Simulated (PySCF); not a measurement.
Spinor energies of Sm²⁹⁺ (samarium, charge +29)

Start: [Ar] 3d10 4s2 4p3; 4p1/2 filled at m_j = -1/2, +1/2; 4p3/2 filled at m_j = +3/2. Calculated with PySCF 2.14 in an uncontracted even-tempered set (17 s from 2.6 bohr⁻², ratio 2.8; 13 p from 3.4 bohr⁻², ratio 2.8; 8 d from 6 bohr⁻², ratio 2.8; 4 f from 16 bohr⁻², ratio 3): generalised Hartree-Fock with the X2C-1e Hamiltonian and a Gaussian nucleus; one run each with spin-orbit coupling (SO) switched off, then screened by Boettger's factors.

```csv
spinor shell,electrons,"ε, spin-free (eV)","ε, screened SO (eV)",weight of nominal j (screened SO),"rms radius, screened SO (bohr)"
1s1/2,2,-48112.8,-48102.9,1.000,0.0259
2s1/2,2,-8840.2,-8836.1,1.000,0.105
2p1/2,2,-7993.5,-8417.9,1.000,0.0899
2p3/2,4,-7993.5,-7807.5,1.000,0.0960
3s1/2,2,-2743.1,-2740.9,1.000,0.268
3p1/2,2,-2470.9,-2561.6,1.000,0.259
3p3/2,4,-2470.9,-2428.9,1.000,0.272
3d3/2,4,-2110.3,-2125.7,0.999,0.243
3d5/2,6,-2110.3,-2096.9,1.000,0.246
4s1/2,2,-1205.3,-1204.4,1.000,0.573
4p1/2,2,-1115.4,-1134.6,0.995,0.575
4p3/2,1,-1115.4,-1099.2,1.000,0.596
```

```
   quantity    spin-free  screened SO
E (hartree)  -9989.17642  -9996.10611
        M_J          3/2          3/2
       ⟨J²⟩        3.750        3.752
       ⟨L²⟩        0.000        2.292
       ⟨S²⟩        3.750        1.659
```

Each row is a mean over spinors that exchange with the open shell spreads, by up to 12.344 eV (4s1/2).

Breit and QED terms are absent; they matter most for the inner s and p1/2 levels.

Densities and radii are taken from the X2C orbitals without a picture-change correction, which distorts them close to the nucleus.

Without spin-orbit coupling the j labels of p, d and f shells carry no meaning; the spin-free column gives the mean over the occupied spinors of each nl shell.
